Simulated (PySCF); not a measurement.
Method: PySCF with PBE-D3(BJ)/def2-TZVP. Gas-phase values, no solvent. 

Reference species (SMILES): `[Cl][GaH][Cl]` (neutral, multiplicity 1).

```yaml
HOMO–LUMO gap: 5.19 eV
HOMO: -7.73 eV
LUMO: -2.54 eV
```

Changed species: `[GaH3]` (3 of 3 Cl replaced by H; the reference has 1 of 3 Cl replaced by H).

Q: Give the shifts of the HOMO–LUMO gap, HOMO and LUMO.

A: the HOMO–LUMO gap falls by 0.51 eV, to 4.68 eV; the HOMO rises by 0.39 eV, to -7.34 eV; the LUMO decreases by 0.11 eV, to -2.65 eV.
